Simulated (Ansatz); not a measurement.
System: MoO2Cl, charge 1, multiplicity 1. SMILES: [O]=[Mo+](=[O])[Cl]
Coordinates optimised at B3LYP-D3(BJ)/def2-TZVP (Ansatz, a first-principles code):
```
Mo
O 1 1.6554
O 1 1.6554 2 104.98
Cl 1 2.2007 2 108.30 3 115.52
```
Charge +1, spin multiplicity 1.

Quantity: vertical triplet-singlet gap, E(triplet) - E(singlet), in eV. Terms: each state is the SCF solution reached for its charge and spin; valence correlation only (noble-gas shells and the d and f shells of earlier blocks); open shells spin-unrestricted; STO-3G and 3-21G all-electron and non-relativistic; no dispersion term unless named; def2 sets with scalar-relativistic core potentials past Kr; 6-31G* and kin with 6d, 5d where marked; spin-orbit terms left out; LANL2DZ with its own core potentials from Na on. First-principles rows: single points at B3LYP-D3(BJ) geometries (Ansatz). A UHF reference is markedly spin-contaminated in at least one set, which strains HF and MP2. The Hartree-Fock reference of [O]=[Mo+](=[O])[Cl] is unstable towards a lower, spin-broken solution. The spin state of an ion or metal species was assumed, not searched. Levels can end on unlike triplets.

```
level                              program  vertical triplet-singlet gap, E(triplet) - E(singlet) (eV)
---------------------------------  -------  ----------------------------------------------------------
HF/6-31G* with LANL2DZ past Ar      Ansatz                                                       -0.06
PBE/6-31G* with LANL2DZ past Ar     Ansatz                                                        2.51
B3LYP/STO-3G                        Ansatz                                                        2.24
B3LYP/3-21G                         Ansatz                                                        2.33
B3LYP/6-31G* with LANL2DZ past Ar   Ansatz                                                        2.34
MP2/6-31G* with LANL2DZ past Ar     Ansatz                                                        5.84
PBE0/def2-TZVPD                     Ansatz                                                        2.36
wB97M-V/def2-TZVPD                  Ansatz                                                        2.43
wB97X-V/def2-TZVPD                  Ansatz                                                        2.41
```

No value to compare with is used here. The 6 habitual levels span -0.06 (HF/6-31G* with LANL2DZ past Ar) to 5.84 eV (MP2/6-31G* with LANL2DZ past Ar); wB97M-V/def2-TZVPD gives 2.43.

The levels are drawn from those run, B3LYP/6-31G* more often than the rest, none by its result; runs whose electronic state is in doubt are left out.
